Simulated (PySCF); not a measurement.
C3H9N, triplet, at the geometry of the source list (a higher spin typed on purpose: for a closed-shell molecule this is an excited state). Base run: PySCF with DF-BLYP/def2-SV(P).

Here is a job for PySCF.
```python
from pyscf import gto, scf, dft

mol = gto.Mole()
mol.atom = '''
    C    -0.61420000    1.11590000    0.56410000
    C    -0.09010000    0.02020000   -0.36040000
    C     1.35060000   -0.34120000   -0.00900000
    N    -0.92020000   -1.16670000   -0.18850000
    H     0.00310000    2.00670000    0.48570000
    H    -0.60020000    0.76100000    1.59070000
    H    -1.63700000    1.37810000    0.30330000
    H    -0.11220000    0.39990000   -1.40170000
    H     1.72360000   -1.11430000   -0.67700000
    H     1.39180000   -0.71630000    1.00970000
    H     1.99300000    0.53090000   -0.09460000
    H    -0.60270000   -1.91270000   -0.79820000
    H    -1.88540000   -0.96140000   -0.42410000
'''
mol.basis = 'def2-sv(p)'
mol.spin = 2
mol.verbose = 4
mol.build()

mf = dft.UKS(mol)
mf.xc = 'blyp'
mf = mf.density_fit(auxbasis='def2-universal-jkfit')
mf.kernel()
```

The base run was repeated with changes; each row names its change, and settings that it needs were set with it.

```
change               basis functions      E (Eh)  HOMO (eV)  dipole (D)  core-seconds (rough)
-------------------  ---------------  ----------  ---------  ----------  --------------------
base                              74  -173.99386      -0.26        1.32                    10
basis = 6-31G                     54  -174.09265       0.50        0.86                     7
basis = LANL2DZ                   54  -174.09591       1.04        0.99                     8
basis = pcseg-0                   54  -173.69860       0.02        1.17                     8
basis = 6-31G*                    74  -174.12532       0.54        0.81                    20
basis = pc-1                     101  -174.12987      -0.47        1.45                    20
basis = pcseg-1                  101  -174.12887      -0.54        1.48                    20
basis = 6-311++G**               151  -174.24425      -1.81        3.80                    20
basis = aug-cc-pVDZ              173  -174.20618      -1.83        3.95                    20
basis = def2-TZVP                178  -174.24026      -0.89        1.87                    30
basis = pcseg-2                  246  -174.25716      -1.30        2.54                    40
basis = cc-pVTZ                  246  -174.23698      -0.78        1.73                    30
basis = pc-2                     246  -174.25908      -1.19        2.63                    40
```

Totals compare only among sets that treat the same electrons; sets with core potentials leave the core out.

Open shells are given as the SCF converged; they aren't shown to be the lowest states, and a large step between rows can be another state.
